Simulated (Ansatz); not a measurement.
CH₄AlNO (`[NH2][AlH][CH]=O`). Charge 0, multiplicity 1.

```xyz
8

N    -1.044   -0.731    0.864
Al    0.407   -0.666   -0.126
C     0.772    1.212   -0.788
O    -0.010    2.076   -0.453
H    -1.439   -1.543    1.309
H    -1.599    0.089    1.054
H     1.279   -1.953   -0.426
H     1.634    1.516   -1.436
```

(1) List the harmonic frequencies (cm⁻¹, unscaled) at PBE0-D4/def2-TZVP in Ansatz. (Estimate.)

(2) Is this a minimum?

(3) Give the ideal-gas thermochemistry at 298.15 K and 1 bar (rigid rotor, harmonic oscillator; point group Cs, symmetry number 1).

## Answers

(1) The calculation gave: 91, 111, 313, 366, 444, 522, 523, 617, 730, 793, 852, 1390, 1558, 1734, 1934, 2778, 3605, 3702.

(2) Yes, all 18 modes are real.

(3) Zero-point energy 132.0 kJ/mol; H(298) − E = 150.6 kJ/mol; entropy 320.3 J/(mol·K), of which translation 162.4, rotation 105.8, vibration 52.2; G(298) − E = 55.1 kJ/mol. Modes under 100 cm⁻¹ are hindered rotations or soft bends, so the harmonic entropy is rough.
